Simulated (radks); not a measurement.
Neutral selenium inside a hard spherical wall (all orbitals vanish at R), configuration held at [Ar] 3d10 4s2 4p4 and not refilled when levels cross. Calculated with a radial shooting solver on a logarithmic mesh with Libxc functionals: scalar-relativistic Kohn-Sham, LDA (Slater exchange, Perdew-Wang correlation), spin-unpolarised, spherical densities, finite nucleus; Fermi nuclear charge, rms radius 4.14 fm. Eigenvalues in eV, with the zero of energy where the potential of the charges vanishes at infinity; a dash marks a level that is unbound or too diffuse for the functional's potential to be trusted. A positive occupied level is held by the wall or, in an anion where self-interaction has pushed it up, behind a barrier. The pressure on the wall is -dE/dV.

R (bohr)  E (hartree)  kinetic (hartree)    e(3p)    e(3d)    e(4s)   e(4p)  e(5s, empty)  e(5p, empty)  pressure (GPa)
free      -2426.77182           2475.425  -152.70  -53.388  -17.483  -6.655        -0.461             -               0
20        -2426.77182           2475.425  -152.70  -53.388  -17.483  -6.655        -0.453         0.422        < 0.0001
15        -2426.77182           2475.425  -152.70  -53.388  -17.483  -6.655        -0.407         0.711        < 0.0001
12        -2426.77182           2475.425  -152.70  -53.387  -17.482  -6.655        -0.270         1.170        < 0.0001
8         -2426.77082           2475.435  -152.63  -53.310  -17.419  -6.594         0.921         3.610          0.0510
6         -2426.75550           2475.544  -151.98  -52.673  -16.924  -6.080         4.354         8.935            1.49
5         -2426.70404           2475.843  -150.64  -51.343  -15.925  -4.959         9.607        16.012            9.18
3.5       -2426.11484           2478.448  -143.07  -43.886   -9.887   2.406        37.358        48.794             201
2         -2416.95140           2507.839  -105.48   -6.726   42.491  63.967        225.32        246.32           12300
1.5       -2394.47827           2572.881  -58.354   42.959   149.31  179.00        519.40        538.72           89700
